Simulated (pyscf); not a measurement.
cyclic C₄H₇+ (SMILES C[C+]1CC1) → cyclic C₄H₇+ (SMILES [CH2+]C1CC1) (hydrogen shift; singlet surface; C–H broken, C–H formed). Structures and frequencies: ωB97X-D3(BJ)/def2-SVP in PySCF. MP2 and CC: frozen core, UHF for open shells. ΔMP2 is the change of the MP2 total energy from the triple- to the quadruple-zeta basis. Energies in kJ/mol from the reactant's lowest minimum found.

```csv
level,barrier,reaction energy
ωB97X-D3(BJ)/def2-TZVP,72.5,-54.7
r²SCAN/def2-TZVP,74.5,-52.5
PBE0-D3(BJ)/def2-TZVP,71.4,-52.2
M06-2X/def2-TZVP,67.6,-63.2
HF/def2-TZVP,74.8,-57.5
MP2/def2-QZVPP,60.3,-84.2
CCSD(T)/def2-TZVPP + ΔMP2(QZVPP),(withheld),(withheld)
```

Task: Fill in the missing entries.

Result: 
- CCSD(T)/def2-TZVPP + ΔMP2(QZVPP), barrier: 61.5
- CCSD(T)/def2-TZVPP + ΔMP2(QZVPP), reaction energy: -76.2

Of the functionals in the table, M06-2X is closest to CCSD(T)/def2-TZVPP + ΔMP2(QZVPP) in the barrier (6.1 kJ/mol apart) and r²SCAN least close (13.0 kJ/mol); that level has limits of its own. cyclic C₄H₇+ (SMILES C[C+]1CC1) lies 100.8 kJ/mol over its isomer H₂C⁺–CH=CH–CH₃, and others may lie lower still (electronic energy, ωB97M-D3(BJ)). cyclic C₄H₇+ (SMILES [CH2+]C1CC1) lies 42.9 kJ/mol over its isomer H₂C⁺–CH=CH–CH₃, and others may lie lower still (electronic energy, ωB97M-D3(BJ)). This is the saddle that the search found; another between the same sides may lie lower. The CCSD(T) − MP2 part came from Ansatz, without density fitting, on the same reference.
